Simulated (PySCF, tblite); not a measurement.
Isomers of C8H15PS. All values are computed: GFN2-xTB (tblite) harmonic vibrations without scaling, gas phase. Errors from tens to a few hundred cm⁻¹ against measured bands are possible. One conformer each.

Electronic energies: PBE0-D3(BJ)/def2-SVP at its own geometries (PySCF, gas phase).

| SMILES | electronic energy, lowest = 0 (kJ/mol) |
| --- | --- |
| C=C[P@](=S)(C(C)C)C1CC1 | 137.6 |
| CCC1=C(C)C[P@](C)(=S)C1 | 0.0 |
| C=C[P@@](=S)(C(=C)C)C(C)C | 130.2 |
| C=CCP1(=C)CCSCC1 | 287.6 |
| CC(C)CP1(=S)CC=CC1 | 24.9 |

**Question.** How do GFN2-xTB zero-point energies change the relative energies?

**Answer.** 
| SMILES | ZPE (kJ/mol) | of it from modes above 1550 cm⁻¹ | electronic (kJ/mol) | with ZPE, lowest = 0 (kJ/mol) | lowest mode (cm⁻¹) | rings |
| --- | --- | --- | --- | --- | --- | --- |
| CCC1=C(C)C[P@](C)(=S)C1 | 547.4 | 278.8 | 0.0 | 0.0 | 43 | 1 |
| CC(C)CP1(=S)CC=CC1 | 550.2 | 278.7 | 24.9 | 27.8 | 35 | 1 |
| C=C[P@@](=S)(C(=C)C)C(C)C | 539.8 | 291.8 | 130.2 | 122.6 | 35 | 0 |
| C=C[P@](=S)(C(C)C)C1CC1 | 545.3 | 282.3 | 137.6 | 135.5 | 48 | 1 |
| C=CCP1(=C)CCSCC1 | 537.5 | 277.4 | 287.6 | 277.7 | 37 | 1 |

The zero-point energies span 12.7 kJ/mol, from `C=CCP1(=C)CCSCC1` to `CC(C)CP1(=S)CC=CC1`. The order is unchanged.

**Question.** And how do the electronic energies of GFN2-xTB itself compare?

**Answer.** `CCC1=C(C)C[P@](C)(=S)C1` 0.0; `CC(C)CP1(=S)CC=CC1` 25.7; `C=C[P@@](=S)(C(=C)C)C(C)C` 156.1; `C=C[P@](=S)(C(C)C)C1CC1` 142.2; `C=CCP1(=C)CCSCC1` 319.2 kJ/mol, lowest = 0. Against the energies above, taken from the same isomer `CCC1=C(C)C[P@](C)(=S)C1`, the largest difference is 31.6 kJ/mol. The two levels were optimised apart and needn't hold the same conformer.

**Question.** What do entropy and thermal enthalpy add at 298.15 K and 1 bar (rigid rotor, harmonic oscillator, one conformer each)?

**Answer.** 
```csv
SMILES,point group,symmetry number,S (J/(mol K)),H − H(0) (kJ/mol),ZPE + H − H(0) − TS (kJ/mol)
CCC1=C(C)C[P@](C)(=S)C1,C1,1,473.6,36.79,443.0
CC(C)CP1(=S)CC=CC1,C1,1,459.1,34.75,448.1
C=C[P@@](=S)(C(=C)C)C(C)C,C1,1,500.6,40.32,430.8
C=C[P@](=S)(C(C)C)C1CC1,C1,1,481.0,37.76,439.6
C=CCP1(=C)CCSCC1,C1,1,454.5,35.04,437.1
```
